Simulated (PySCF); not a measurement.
# P (phosphorus, neutral) across methods

[Ne] 3s1 3p3 4s1, high-spin 6S determinant (an excited configuration). Calculation: PySCF 2.14, in aug-cc-pVQZ-DK (7s6p4d3f2g, 84 functions); the spin-free X2C one-electron Hamiltonian (Gaussian nucleus).

| method | E (hartree) | mean ε 3s α (eV) | mean ε 3p α (eV) | mean ε 4s α (eV) | Σ⟨r²⟩ (bohr²) | ⟨S²⟩ |
| --- | --- | --- | --- | --- | --- | --- |
| M06-2X | -341.6033 | -23.933 | -13.212 | -2.909 | 54.83 | 8.750 |
| wB97X | -341.6153 | -25.215 | -14.520 | -3.285 | 53.66 | 8.750 |
| PBE0 | -341.5065 | -22.461 | -12.206 | -2.316 | 53.56 | 8.750 |
| TPSS | -341.6461 | -20.342 | -10.898 | -1.862 | 53.78 | 8.750 |
| UHF | -341.14293 | -29.157 | -15.952 | -3.255 | 54.25 | 8.750 |
| LDA | -340.3425 | -19.911 | -10.756 | -2.025 | 52.87 | 8.750 |
| r2SCAN | -341.6212 | -21.098 | -11.304 | -1.921 | 53.76 | 8.750 |
| M06 | -341.6024 | -21.892 | -11.794 | -2.131 | 52.85 | 8.750 |

Question: Estimate the same row for PBE.

Answer: E (hartree) = -341.4730; mean ε 3s α (eV) = -20.026; mean ε 3p α (eV) = -10.782; mean ε 4s α (eV) = -1.906; Σ⟨r²⟩ (bohr²) = 53.33; ⟨S²⟩ = 8.750.

The outer electron is Rydberg-like, and this basis confines it to a smaller radius and binds it less than a complete one would.
